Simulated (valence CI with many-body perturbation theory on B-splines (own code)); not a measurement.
Values are calculated unless marked as measured or tabulated.
## Energy levels of Hf LII

Method: valence CI with perturbative core correlation (CI+MBPT): three valence electrons over a frozen Dirac-Fock core [Ar], a basis of 9 s, 9 p, 10 d, 8 f, 5 g, 3 h, 1 i functions for each j, with the one-electron correlation potential Σ1 (screened to all orders), the two-electron term Σ2, the three-electron term Σ3, Breit, model QED; selected single and double excitations, second order for the rest (own B-spline code, finite nucleus).

The last digits are not significant, and no measured levels were compared; by estimate large intervals hold to a few tenths of a per cent, small ones and those within an open d or f shell to about a per cent. The list stops below the first excitations out of the core. Only levels of the ground parity were solved; by the run's estimate the other parity begins above the list, which can be wrong where configurations are misplaced.

Levels 1 to 19 of 19, with energies above the lowest level, (3d3/2^3) J=3/2. "Leading %" is the weight of the configuration and term that name the level; weights of strongly mixed levels are sums over their largest components and can fall short. In the jj column 3d3/2^4 stands for four electrons in 3d with j = 3/2.

| No. | Configuration | Term | J | E (cm⁻¹) | Leading % | g | Leading jj |
| --- | --- | --- | --- | --- | --- | --- | --- |
| 1 | 3d³ | ⁴F | 3/2 | 0 | 45 | 0.714 | 3d3/2^3 (98 %) |
| 2 | 3d³ | ⁴F | 5/2 | 458710 | 82 | 1.051 | 3d3/2^2 3d5/2 (99 %) |
| 3 | 3d³ | ⁴P | 3/2 | 508520 | 38 | 1.171 | 3d3/2^2 3d5/2 (99 %) |
| 4 | 3d³ | ²G | 7/2 | 536790 | 49 | 1.038 | 3d3/2^2 3d5/2 (97 %) |
| 5 | 3d³ | ²H | 9/2 | 537200 | 46 | 1.035 | 3d3/2^2 3d5/2 (99 %) |
| 6 | 3d³ | ⁴P | 1/2 | 549970 | 58 | 1.810 | 3d3/2^2 3d5/2 (100 %) |
| 7 | 3d³ | ²D | 5/2 | 729510 | 43 | 1.247 | 3d3/2^2 3d5/2 (95 %) |
| 8 | 3d³ | ⁴F | 7/2 | 986070 | 66 | 1.113 | 3d3/2 3d5/2^2 (98 %) |
| 9 | 3d³ | ⁴F | 9/2 | 1021300 | 51 | 1.130 | 3d3/2 3d5/2^2 (98 %) |
| 10 | 3d³ | ⁴P | 3/2 | 1062000 | 41 | 1.109 | 3d3/2 3d5/2^2 (100 %) |
| 11 | 3d³ | ²P | 1/2 | 1084800 | 58 | 1.506 | 3d3/2 3d5/2^2 (100 %) |
| 12 | 3d³ | ²H | 11/2 | 1096000 | 100 | 1.080 | 3d3/2 3d5/2^2 (100 %) |
| 13 | 3d³ | ²D | 5/2 | 1099000 | 42 | 1.280 | 3d3/2 3d5/2^2 (95 %) |
| 14 | 3d³ | ²F | 5/2 | 1164600 | 43 | 1.095 | 3d3/2 3d5/2^2 (98 %) |
| 15 | 3d³ | ²F | 7/2 | 1170100 | 80 | 1.086 | 3d3/2 3d5/2^2 (98 %) |
| 16 | 3d³ | ²D | 3/2 | 1323900 | 77 | 0.895 | 3d3/2 3d5/2^2 (95 %) |
| 17 | 3d³ | ²G | 9/2 | 1547600 | 50 | 1.156 | 3d5/2^3 (99 %) |
| 18 | 3d³ | ²D | 3/2 | 1658300 | 45 | 1.122 | 3d5/2^3 (96 %) |
| 19 | 3d³ | ²D | 5/2 | 1737500 | 60 | 1.160 | 3d5/2^3 (97 %) |

The ionisation energy to 3d² ³F2 of the next ion comes out as 4704.3 eV (NIST: 4703 ± 4 eV (theoretical)). All 19 levels together are meant to be complete up to 1802300 cm⁻¹.
